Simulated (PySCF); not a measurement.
**Stretching AsPb⁻**

Set-up: PySCF, scalar-relativistic core potentials, basis sets As aug-cc-pVDZ-PP with ECP10, Pb aug-cc-pVDZ-PP with ECP60. Energies in eV from As⁻ + Pb in their ground configurations at the same level. State: triplet, unpaired electrons π ↑↑, a mixture of terms (⟨Lz²⟩ = 2.0), a second solution, started from another occupation.

| R (Å) | PBE0 |
| --- | --- |
| 2.103 | -0.031 |
| 2.200 | -1.133 |
| 2.298 | -1.852 |
| 2.372 | -2.206 |
| 2.445 | -2.440 |
| 2.518 | -2.579 |
| 2.616 | -2.653 |
| 2.738 | -2.617 |
| 2.885 | -2.460 |
| 3.081 | -2.179 |

Put a parabola through the three lowest points of the PBE0 curve and estimate Re, k and ωe (reduced mass 55.08 u; 1 eV/Å² = 0.16022 mdyn/Å; ωe = 1302.8·√(k/μ) cm⁻¹).

Through R = 2.518, 2.616, 2.738 Å the second-order coefficient is 4.77 eV/Å², so Re ≈ 2.646 Å, k ≈ 1.53 mdyn/Å and ωe ≈ 217 cm⁻¹. A polynomial fit of higher order to the unrounded PBE0 energies gives Re = 2.640 Å, k = 1.43 mdyn/Å, ωe = 210 cm⁻¹; anharmonicity and rounding make the difference.

The higher-order fit for each curve: PBE0: Re = 2.640 Å, ωe = 210 cm⁻¹, minimum 2.66 eV below the ground-state fragments.

⟨S²⟩ of the unrestricted solution departs from its pure value on part of the curve, where spin states mix. These are scalar-relativistic numbers at best; spin–orbit coupling would shift them, the dissociation energy most. For an ion De counts to the pair picked by the measured ionisation energies or electron affinities, which need not be the lowest pair at this level. The highest Kohn–Sham level is positive in this anion. Much of that is self-interaction error, but it also means that the finite basis helps to hold the extra electron.
